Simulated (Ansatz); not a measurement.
A structure relaxed at PBE0-D4/def2-TZVP in Ansatz, charge 1, doublet:

```xyz
4

Ta    1.248   -0.185   -0.578
Ta   -1.300    0.207    0.632
O    -0.056    1.100   -0.559
O     0.108   -1.122    0.506
```

Task: Give its formula.

Result: the cluster Ta₂O₂⁺.

Task: Summarise the bond lengths by kind (pairs closer than 1.2 times the sum of covalent radii, bridged metal pairs left out).

Result: 4 × O–Ta 1.83 to 1.94 Å.

In the def2 sets Ta takes a core potential; there is no spin–orbit coupling. The charge 1 doublet is spin-contaminated (final ⟨S²⟩ up to 2.20, 0.75 for a pure state). The relaxation made no stability test and no search for a lower SCF solution. No other spin state of charge 1 was run. Another isomer (doublet) lies 0.90 eV lower at PBE0-D4/def2-TZVP; other spin states weren't run for this one.
